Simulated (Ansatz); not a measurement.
Start from `CC(C)(C)NN` and change one atom or group to get `CC(C)(C)I`.

Ansatz, PBE0-D4/def2-TZVP geometries, multiplicity 1. Each molecule was computed in one conformer, which needn't be the lowest.

Elements past krypton have def2 core potentials.

```tsv
property	`CC(C)(C)NN`
HOMO energy (ωB97M-V/def2-TZVPP) / eV	-9.01
HOMO energy (B3LYP/def2-TZVPP) / eV	-6.38
HOMO–LUMO gap (PBE0/def2-TZVPP) / eV	7.47
LUMO energy (PBE/def2-TZVPP) / eV	0.05
HOMO energy (PBE0/def2-TZVPP) / eV	-6.60
HOMO–LUMO gap (B3LYP/def2-TZVPP) / eV	6.90
```

(1) Give the same properties after the change, and the shifts. (An estimate is asked.)

## Answers

(1) Computed: 
| property | `CC(C)(C)I` | shift |
| --- | --- | --- |
| HOMO energy (ωB97M-V/def2-TZVPP) / eV | -9.27 | -0.26 |
| HOMO energy (B3LYP/def2-TZVPP) / eV | -6.85 | -0.47 |
| HOMO–LUMO gap (PBE0/def2-TZVPP) / eV | 6.27 | -1.20 |
| LUMO energy (PBE/def2-TZVPP) / eV | -1.73 | -1.78 |
| HOMO energy (PBE0/def2-TZVPP) / eV | -7.09 | -0.49 |
| HOMO–LUMO gap (B3LYP/def2-TZVPP) / eV | 5.80 | -1.10 |

With PBE0 the HOMO falls by 0.49 eV and the LUMO falls by 1.67 eV, so the gap narrows by about 1.18 eV. PBE moves the HOMO by -0.82 eV and ωB97M-V by -0.26 eV.

B3LYP here is the variant with VWN-RPA as its local correlation; programs differ in this.

Spin–orbit coupling is left out; it splits and shifts lone-pair levels of the heavy atoms by tenths of an eV.
